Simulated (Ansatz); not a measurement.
C8H16 can be A, `CC(C)/C=C/C(C)C`, or B, `CC/C=C\C(C)(C)C`.

Gas-phase electronic energies from Ansatz, PBE0-D4/def2-TZVP geometries. CCSD(T)/CBS is the MP2 limit (def2-TZVPP, def2-QZVPP) plus CCSD(T) − MP2 in def2-TZVPP, frozen cores. Double bonds are as drawn, so ΔE can hold a change between cis and trans. DFT in def2-TZVPP. B3LYP here is the variant with VWN-RPA as its local correlation; programs differ in this. One conformer a species, not always the lowest.

A:

```xyz
24

C     0.4158    2.2191   -1.2670
C    -0.5192    2.0088   -0.0889
C    -0.0951    2.8632    1.1048
C    -0.6569    0.5768    0.3321
C    -0.0329   -0.4747   -0.1836
C    -0.1937   -1.8860    0.2879
C    -0.7453   -2.7680   -0.8285
C     1.1335   -2.4358    0.8028
H     0.0962    1.6502   -2.1431
H     0.4474    3.2752   -1.5449
H     1.4356    1.9111   -1.0179
H    -1.5209    2.3498   -0.3889
H    -0.0805    3.9241    0.8420
H    -0.7769    2.7341    1.9493
H     0.9074    2.5816    1.4392
H    -1.3399    0.4089    1.1660
H     0.6575   -0.3379   -1.0156
H    -0.9125   -1.8860    1.1161
H    -0.0630   -2.7796   -1.6842
H    -1.7136   -2.4034   -1.1783
H    -0.8688   -3.7997   -0.4881
H     1.8871   -2.4318    0.0090
H     1.0225   -3.4666    1.1502
H     1.5161   -1.8336    1.6297
```

B:

```xyz
24

C     1.341   -2.351    1.512
C     0.089   -1.481    1.468
C     0.418   -0.027    1.572
C     0.245    0.949    0.683
C    -0.355    0.899   -0.709
C    -0.244    2.295   -1.323
C    -1.836    0.516   -0.651
C     0.408   -0.078   -1.608
H     1.086   -3.413    1.500
H     1.987   -2.145    0.655
H     1.923   -2.156    2.417
H    -0.560   -1.752    2.309
H    -0.478   -1.699    0.563
H     0.885    0.255    2.515
H     0.580    1.937    0.993
H    -0.667    2.309   -2.331
H     0.800    2.612   -1.390
H    -0.783    3.031   -0.721
H    -2.272    0.535   -1.655
H    -1.984   -0.483   -0.239
H    -2.393    1.218   -0.026
H     1.466    0.188   -1.658
H     0.340   -1.107   -1.251
H     0.003   -0.051   -2.624
```

(1) Which is lower in electronic energy at CCSD(T)/CBS, and by how much? (An estimate is asked.)

(2) Give E(B) − E(A) in kcal/mol with r2SCAN-D4, ωB97M-V, PBE0-D4, B3LYP-D4, B2PLYP, PBE-D4, B3LYP. (Best estimate.)

Largest T1 diagnostic: 0.009.

## Answers

(1) Computed: A, by 3.1 kcal/mol.

(2) Ansatz gave: r2SCAN-D4 3.9, ωB97M-V 3.4, PBE0-D4 3.9, B3LYP-D4 3.5, B2PLYP 4.4, PBE-D4 3.7, B3LYP 5.5. None reverses the order clearly.

Leaving LDA and LC-ωPBE aside and taking each functional with its dispersion term where it has one, the values, not all of them listed here, spread over 1.3 kcal/mol, from revPBE-D4 to B2PLYP. LDA lies −1.6 kcal/mol from PBE without D4. In def2-TZVPP, CCSD(T) changes the Hartree–Fock value by −3.3 kcal/mol (the triples alone add −0.5 kcal/mol) and MP2 by −3.6 kcal/mol.
